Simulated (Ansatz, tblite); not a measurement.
Potential energy curve for SMILES [CH3][Al]([CH3])[O][Si](O)(O)O. The Al1–C14 bond (Al1 also carries C, O; C14 carries H, H, H) is stretched with both fragments frozen at the PBE0/def2-SVP optimised geometry.

Levels of theory: GFN2-xTB, 300 K electronic temperature (tblite); UKS-PBE0 = unrestricted PBE0/def2-SVP (Ansatz, a quantum-chemistry and plane-wave program).

Energies relative to the lowest point of each curve near equilibrium, in mEh; the last columns give the difference from UKS-PBE0:

```
R / Å  GFN2-xTB  UKS-PBE0  GFN2-xTB − UKS-PBE0
-----  --------  --------  -------------------
1.60       81.2      58.6                 22.6
1.70       35.9      25.4                 10.6
1.83        8.3       4.8                  3.6
1.91        1.7       0.5                  1.3
1.95        0.4       0.0                  0.4
2.00        0.0       0.6                 -0.6
2.07        1.5       3.4                 -1.9
2.23       10.4      15.0                 -4.7
2.38       22.5      29.7                 -7.2
2.60       42.5      53.5                -11.0
2.82       63.2      77.0                -13.7
3.23       98.0     115.0                -17.0
3.57      120.4     132.7                -12.3
4.13      143.6     144.3                 -0.6
4.74      155.1     147.9                  7.2
5.71      159.4     149.0                 10.4
```

GFN2-xTB is furthest from UKS-PBE0 at 1.60 (22.6 mEh, above); its mean absolute difference over the points is 7.8 mEh.

The unrestricted determinant behind UKS-PBE0 is spin-contaminated at 3.23 to 5.71 Å (<S²> up to 1.0, against 0.00 for a pure singlet).
